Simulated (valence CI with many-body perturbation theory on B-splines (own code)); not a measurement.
**Rh⁴⁰⁺: electric-dipole lines**

Calculated by valence CI with perturbative core correlation (CI+MBPT): three valence electrons over a frozen Dirac-Fock core [He], radial functions for each j: 11 s, 11 p, 9 d, 7 f, 5 g, 2 h, 1 i, with the one-electron correlation potential Σ1, the two-electron term Σ2, the three-electron term Σ3, Breit, model QED; selected CI, second order for the rest (own B-spline code, finite nucleus).

The last digits are not significant, and no measured levels were compared; by estimate large intervals hold to a few tenths of a per cent, small ones and those within an open d or f shell to about a per cent.

Lines 1 to 50 of 273 in falling wavelength, among levels below 32208 × 10³ cm⁻¹, chosen from the strongest by gf and those to the six lowest levels. Wavelengths and rates use the calculated energies. Electric multipoles are in the length gauge, E1 and E2 with the static RPA response of the core. Weak lines are less certain than strong ones. Lines between different terms over intervals too small for the method are left out, as are lines whose strength nearly cancels. The highest levels of a list are the least certain.

Levels are named by their leading jj configuration (3d3/2^4 stands for four electrons in 3d with j = 3/2), which in mixed levels can hold well under half, so a name can repeat and another be missing. Letters in brackets count levels of one name in rising energy.

| λ vac (nm) | Upper | Lower | A (s⁻¹) | S (a.u.) with core polarisation | S without |
| --- | --- | --- | --- | --- | --- |
| 27.99 | (2s 2p3/2 3d5/2) J=9/2 | (2s 2p3/2 3p3/2) J=7/2 | 2.06e+09 | 2.23e-01 | 2.23e-01 |
| 27.76 | (2p1/2 2p3/2 3d5/2) J=9/2 | (2p1/2 2p3/2 3p3/2) J=7/2 | 2.47e+09 | 2.61e-01 | 2.61e-01 |
| 26.93 | (2s 2p1/2 3d5/2) J=7/2 | (2s 2p1/2 3p3/2) J=5/2 | 2.34e+09 | 1.80e-01 | 1.80e-01 |
| 26.66 | (2p1/2^2 3d5/2) J=5/2 | (2p1/2^2 3p3/2) J=3/2 | 2.43e+09 | 1.36e-01 | 1.36e-01 |
| 26.54 | (2p1/2 2p3/2 3d5/2) J=7/2 | (2p1/2 2p3/2 3p3/2) J=5/2 [a] | 1.46e+09 | 1.07e-01 | 1.07e-01 |
| 25.39 | (2s 2p1/2 3d5/2) J=5/2 [a] | (2s 2p1/2 3p3/2) J=3/2 [a] | 1.89e+09 | 9.16e-02 | 9.16e-02 |
| 24.62 | (2s 2p3/2 3d5/2) J=7/2 [b] | (2s 2p3/2 3p3/2) J=5/2 [b] | 2.58e+09 | 1.52e-01 | 1.52e-01 |
| 22.97 | (2s 2p3/2 3d5/2) J=7/2 [a] | (2s 2p3/2 3p3/2) J=5/2 [a] | 2.83e+09 | 1.35e-01 | 1.35e-01 |
| 22.79 | (2s^2 3d5/2) J=5/2 | (2s^2 3p3/2) J=3/2 | 2.89e+09 | 1.01e-01 | 1.01e-01 |
| 22.72 | (2s 2p1/2 3d5/2) J=5/2 [b] | (2s 2p1/2 3p3/2) J=3/2 [b] | 2.82e+09 | 9.79e-02 | 9.79e-02 |
| 22.44 | (2s 2p3/2 3d5/2) J=5/2 [a] | (2s 2p3/2 3p3/2) J=3/2 [a] | 2.33e+09 | 7.80e-02 | 7.80e-02 |
| 16.62 | (2p1/2 2p3/2 3d3/2) J=7/2 | (2p1/2 2p3/2 3p1/2) J=5/2 | 5.29e+09 | 9.58e-02 | 9.59e-02 |
| 16.61 | (2s 2p3/2 3p3/2) J=3/2 [a] | (2s 2p3/2 3s) J=3/2 [a] | 7.44e+09 | 6.73e-02 | 6.73e-02 |
| 16.44 | (2s 2p3/2 3d3/2) J=5/2 [a] | (2s 2p3/2 3p1/2) J=5/2 | 4.00e+09 | 5.26e-02 | 5.26e-02 |
| 16.07 | (2p1/2 2p3/2 3p3/2) J=7/2 | (2p1/2 2p3/2 3s) J=5/2 | 1.67e+10 | 2.73e-01 | 2.73e-01 |
| 15.96 | (2s 2p3/2 3d3/2) J=7/2 | (2s 2p3/2 3p1/2) J=5/2 | 6.89e+09 | 1.11e-01 | 1.11e-01 |
| 15.90 | (2p1/2 2p3/2 3d5/2) J=7/2 | (2p1/2 2p3/2 3p1/2) J=5/2 | 4.24e+09 | 6.74e-02 | 6.74e-02 |
| 15.87 | (2s 2p3/2 3d3/2) J=5/2 [a] | (2s 2p3/2 3p1/2) J=3/2 [a] | 4.50e+09 | 5.32e-02 | 5.33e-02 |
| 15.73 | (2s 2p1/2 3d3/2) J=5/2 | (2s 2p1/2 3p1/2) J=3/2 | 7.67e+09 | 8.84e-02 | 8.84e-02 |
| 15.63 | (2p1/2 2p3/2 3d3/2) J=5/2 | (2p1/2 2p3/2 3p1/2) J=3/2 [a] | 5.68e+09 | 6.42e-02 | 6.42e-02 |
| 15.54 | (2p1/2^2 3d3/2) J=3/2 | (2p1/2^2 3p1/2) J=1/2 | 1.13e+10 | 8.36e-02 | 8.36e-02 |
| 15.37 | (2s 2p3/2 3d3/2) J=3/2 [a] | (2s 2p3/2 3p1/2) J=3/2 [a] | 6.99e+09 | 5.01e-02 | 5.01e-02 |
| 15.33 | (2s 2p3/2 3p3/2) J=7/2 | (2s 2p1/2 3d5/2) J=5/2 [b] | 3.51e+09 | 4.99e-02 | 5.00e-02 |
| 15.32 | (2s 2p3/2 3p3/2) J=5/2 [b] | (2s 2p3/2 3s) J=3/2 [b] | 8.39e+09 | 8.93e-02 | 8.93e-02 |
| 15.27 | (2s 2p1/2 3d3/2) J=3/2 [a] | (2s 2p1/2 3p1/2) J=1/2 [a] | 9.86e+09 | 6.93e-02 | 6.93e-02 |
| 15.21 | (2s 2p1/2 3p3/2) J=3/2 [b] | (2s 2p1/2 3s) J=1/2 [b] | 8.99e+09 | 6.25e-02 | 6.25e-02 |
| 15.14 | (2p1/2 2p3/2 3p3/2) J=3/2 [a] | (2p1/2 2p3/2 3s) J=1/2 | 7.36e+09 | 5.05e-02 | 5.05e-02 |
| 14.99 | (2s^2 3d3/2) J=3/2 | (2s^2 3p1/2) J=1/2 | 7.74e+09 | 5.15e-02 | 5.15e-02 |
| 14.64 | (2p1/2 2p3/2 3p3/2) J=5/2 [a] | (2p1/2 2p3/2 3s) J=3/2 [a] | 1.30e+10 | 1.21e-01 | 1.21e-01 |
| 14.53 | (2p1/2^2 3p3/2) J=3/2 | (2p1/2^2 3s) J=1/2 | 2.16e+10 | 1.31e-01 | 1.31e-01 |
| 14.37 | (2s 2p3/2 3p3/2) J=5/2 [a] | (2s 2p3/2 3s) J=3/2 [a] | 9.33e+09 | 8.20e-02 | 8.20e-02 |
| 14.33 | (2s 2p3/2 3p3/2) J=7/2 | (2s 2p3/2 3s) J=5/2 | 1.44e+10 | 1.67e-01 | 1.67e-01 |
| 14.25 | (2p1/2 2p3/2 3p3/2) J=5/2 [b] | (2p1/2 2p3/2 3s) J=3/2 [b] | 1.48e+10 | 1.27e-01 | 1.27e-01 |
| 14.17 | (2s^2 3p3/2) J=3/2 | (2s^2 3s) J=1/2 | 1.17e+10 | 6.55e-02 | 6.55e-02 |
| 14.01 | (2s 2p1/2 3p3/2) J=5/2 | (2s 2p1/2 3s) J=3/2 | 2.05e+10 | 1.67e-01 | 1.67e-01 |
| 13.49 | (2p1/2 2p3/2 3p3/2) J=5/2 [b] | (2p1/2 2p3/2 3s) J=5/2 | 8.11e+09 | 5.90e-02 | 5.90e-02 |
| 13.49 | (2p1/2 2p3/2 3p1/2) J=5/2 | (2s 2p3/2 3p1/2) J=3/2 [b] | 9.13e+09 | 6.64e-02 | 6.64e-02 |
| 13.40 | (2s 2p1/2 3p3/2) J=3/2 [a] | (2s 2p1/2 3s) J=1/2 [a] | 2.15e+10 | 1.02e-01 | 1.02e-01 |
| 12.81 | (2p1/2 2p3/2 3p3/2) J=3/2 [b] | (2s 2p3/2 3p3/2) J=3/2 [b] | 1.41e+10 | 5.84e-02 | 5.84e-02 |
| 12.56 | (2p1/2 2p3/2 3p3/2) J=1/2 [b] | (2p1/2 2p3/2 3s) J=3/2 [b] | 2.15e+10 | 4.21e-02 | 4.21e-02 |
| 12.19 | (2s 2p3/2 3p3/2) J=5/2 [a] | (2s 2p3/2 3s) J=5/2 | 9.48e+09 | 5.09e-02 | 5.09e-02 |
| 12.02 | (2p1/2 2p3/2 3s) J=5/2 | (2s 2p3/2 3s) J=3/2 [b] | 1.30e+10 | 6.67e-02 | 6.68e-02 |
| 11.65 | (2s 2p1/2 3s) J=3/2 | (2s^2 3s) J=1/2 | 1.43e+10 | 4.47e-02 | 4.47e-02 |
| 11.26 | (2p1/2 2p3/2 3s) J=3/2 [b] | (2s 2p3/2 3s) J=1/2 | 1.36e+10 | 3.83e-02 | 3.84e-02 |
| 10.96 | (2s 2p1/2 2p3/2) J=5/2 | (2s^2 2p3/2) J=3/2 | 2.45e+09 | 9.53e-03 | 9.56e-03 |
| 10.03 | (2s 2p1/2^2) J=1/2 | (2s^2 2p1/2) J=1/2 | 4.54e+09 | 4.52e-03 | 4.53e-03 |
| 9.046 | (2p1/2^2 2p3/2) J=3/2 | (2s 2p1/2 2p3/2) J=3/2 [b] | 5.70e+09 | 8.34e-03 | 8.36e-03 |
| 8.515 | (2p1/2^2 3d5/2) J=5/2 | (2s 2p1/2 3d5/2) J=7/2 | 1.73e+10 | 3.17e-02 | 3.17e-02 |
| 8.031 | (2s 2p1/2 2p3/2) J=3/2 [b] | (2s^2 2p3/2) J=3/2 | 2.88e+09 | 2.95e-03 | 2.96e-03 |
| 7.841 | (2s 2p1/2 2p3/2) J=1/2 | (2s^2 2p3/2) J=3/2 | 5.02e+09 | 2.39e-03 | 2.40e-03 |
